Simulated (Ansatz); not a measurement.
Program: Ansatz 0.2.0.

A structure relaxed at PBE0-D4/def2-TZVP, charge 0, multiplicity 1:

Cartesian coordinates in Å:
```
C 0.144 1.451 1.274
N 0.687 0.282 0.611
Al -0.074 -0.709 -0.625
B -1.033 -1.764 -2.021
S 0.583 -2.507 -1.743
H 0.752 2.345 1.097
H -0.860 1.665 0.898
H 0.059 1.308 2.357
H 1.615 0.053 0.934
H -1.873 -2.124 -2.781
```

Question: Give its formula and SMILES.

Answer: CH5AlBNS, `C[NH][Al]1[BH][S]1`.

Question: Point group (tolerance 0.08 Å, 0.16 Å for H)?

Answer: Cs.

Question: Summarise the bond lengths by kind.

Answer: 1 × C–N 1.450 Å; 3 × C–H 1.093 to 1.096 Å; 1 × Al–N 1.757 Å; 1 × H–N 1.009 Å; 1 × Al–B 1.996 Å; 1 × Al–S 2.216 Å; 1 × B–S 1.800 Å; 1 × B–H 1.189 Å.
